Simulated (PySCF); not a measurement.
Isomers of C9H8, one GFN2-xTB conformer each. Single-point energies are computed at PBE0/pcSseg-1 (PySCF, gas phase, no added dispersion term), electronic only.

Question: Rank them by PBE0/pcSseg-1 energy, lowest first (kJ/mol).
A. `C#CC1=CC=C/C1=C/C`
B. `[CH2:1]=[C:2]=[CH:3][c:4]1[cH:5][cH:6][cH:7][cH:8][cH:9]1` with C2–C3–C4–C5 180°

Answer: B (0.0), A (149.1).

As drawn, the lower has an aromatic ring and cumulated double bonds, which the higher lacks; the higher has a C≡C bond, which the lower lacks. GFN2-xTB itself gives, in the same order: 0.0, 109.1. Both levels put the same isomer lowest.

Q: Which frontier levels, dipoles and rotational constants go with these structures?

A: 
| SMILES | HOMO (eV, PBE0/pcSseg-1) | LUMO (eV) | dipole (D) | A, B, C (MHz) |
| --- | --- | --- | --- | --- |
| C=C=Cc1ccccc1 | -6.50 | -0.93 | 0.20 | 4654, 1013, 836.4 |
| C#CC1=CC=C/C1=C/C | -6.06 | -2.08 | 1.59 | 2287, 1692, 978.2 |
